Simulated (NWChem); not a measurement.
**ClTl**

```xyz
2

Tl     0.0000     0.0000    -0.4371
Cl     0.0000     0.0000     2.0825
```
Charge 0, spin multiplicity 1.

Everything below was run with NWChem. All single points use one geometry, from PBE0/def2-SVP with def2 effective core potentials on Tl, a minimum by its harmonic frequencies.

Symmetry labels belong to the abelian group C2v used in the runs, with the axes of the coordinates shown; states degenerate in a higher group split over its labels.

Effective core potentials replace the inner electrons of Tl; spin-orbit coupling is left out. The structure started from a generated list of species.

### Question
List the lowest 3 singlet excitations that TD-PBE/def2-SVPD with def2 effective core potentials on Tl gives, with oscillator strengths.

### Answer
```tsv
state	symmetry	energy (eV)	wavelength (nm)	f
1	a2	4.16	298	0.000
2	a2	4.22	294	0.000
3	a1	4.22	294	0.000
```
